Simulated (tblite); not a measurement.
Species: C5H7NO2 (charge +1 and doublet state).
Atom-mapped SMILES: `[CH2+:1][CH:2][O:3]/[CH:4]=[CH:5]\[NH:6][CH:7]=[O:8]` (hydrogens: H9, H10 on C1; H11 on C2; H12 on C4; H13 on C5; H14 on N6; H15 on C7)

Geometry (GFN2-xTB, Å), atoms numbered from 1 in this order:
```
atom  x, y, z in Å
C1     3.0261    1.1608   -0.4434
C2     2.2917    0.0419   -0.4366
O3     0.9703    0.1032   -0.1753
C4     0.2159   -0.9768   -0.1602
C5    -1.1336   -0.9001    0.1080
N6    -1.8002    0.2296    0.3715
C7    -3.1901    0.2218    0.6381
O8    -3.8266   -0.7788    0.6413
H9     4.0803    1.1220   -0.6511
H10    2.5883    2.1248   -0.2430
H11    2.7057   -0.9415   -0.6348
H12    0.6709   -1.9412   -0.3641
H13   -1.7335   -1.8041    0.1148
H14   -1.3003    1.1140    0.3815
H15   -3.5693    1.2324    0.8315
```

Computed geometry: GFN2-xTB, gas phase. This method treats the open shell by occupation alone, without spin polarisation.

Masses are those of the commonest isotopes; rigid-rotor values at the optimised geometry. The values belong to one conformer with, in the numbering `[CH2+:1][CH:2][O:3]/[CH:4]=[CH:5]\[NH:6][CH:7]=[O:8]`, H–C1–C2–O3 180° and 0°, C1–C2–O3–C4 180°, C2–O3–C4–C5 180°, C4–C5–N6–C7 180°, C5–N6–C7–O8 0°.

Q: Give the principal moments of inertia and the rotational constants in MHz.

A: Ia = 52.16, Ib = 661.73, Ic = 713.90 u·Å²; 505379 MHz·u·Å²/I gives A = 9688, B = 763.7, C = 707.9 MHz.

Q: Classify the top.

A: A near-prolate asymmetric top; Ray's κ = -0.988.

Q: What does the inertial defect say?

A: Planar: Δ = Ic − Ia − Ib = 0.00 u·Å². For a rigid frame Δ = −2 Σ m c², so it vanishes when all atoms lie in the ab plane; here none is more than 0.01 Å from it.

Q: Where do the levels up to J = 3 lie, in K?

A: Above 0(0,0), as E/k:
J = 1: 1(0,1) 0.071, 1(1,1) 0.499, 1(1,0) 0.502
J = 2: 2(0,2) 0.212, 2(1,2) 0.638, 2(1,1) 0.646, 2(2,1) 1.931, 2(2,0) 1.931
J = 3: 3(0,3) 0.424, 3(1,3) 0.845, 3(1,2) 0.861, 3(2,2) 2.142, 3(2,1) 2.142, 3(3,1) 4.291, 3(3,0) 4.291
The levels of one J sum to (2J + 1)J(J + 1)(A + B + C)/3.

Q: Estimate the classical rotational partition function at 100 K, 298.15 K and 500 K.

A: Point group Cs, symmetry number σ = 1; q = (√π/σ)·√((kT/h)³/(ABC)), k/h = 20836.6 MHz/K: 73700 at 100 K, 379000 at 298.15 K, 824000 at 500 K.

For this open shell read J as N, the rotation without spin; fine and hyperfine splittings come on top. Its GFN2-xTB frequencies are all real (lowest 65 cm⁻¹). No vibrational averaging or centrifugal distortion is included, and the geometry carries the error of its method.
